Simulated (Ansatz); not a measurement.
Basis-set extrapolation for CH6BClOSi (PBE0-D4/def2-TZVP geometry, frozen core, Ansatz 0.2.0). Multiplicity 1, RHF reference.

```json
{"": "HF", "def2-TZVPP": "-889.383855", "def2-QZVPP": "-889.412148"}
{"": "MP2 correlation", "def2-TZVPP": "-0.833159", "def2-QZVPP": "-0.898754"}
{"": "CCSD(T) correlation", "def2-TZVPP": "-0.925854", "def2-QZVPP": "not run"}
```

Energies in hartree. Use E(X) = E(∞) + A·exp(−7.88·√X) for Hartree–Fock and E(X) = E(∞) + B·X^(−2.97) for correlation, with X = 3 and 4, and add CCSD(T) minus MP2 of the smaller set to the MP2 limit.

**Question.** What is the CCSD(T) energy at the basis-set limit?

**Answer.** HF limit: -889.412148 + (-0.028293) × 0.13774 = -889.41605. MP2 limit: -0.898754 + (-0.065595) × 0.74074 = -0.94734. Higher-order term: -0.925854 − (-0.833159) = -0.09269. Total: -890.45608 hartree, 384.3 kJ/mol below CCSD(T)/def2-TZVPP.
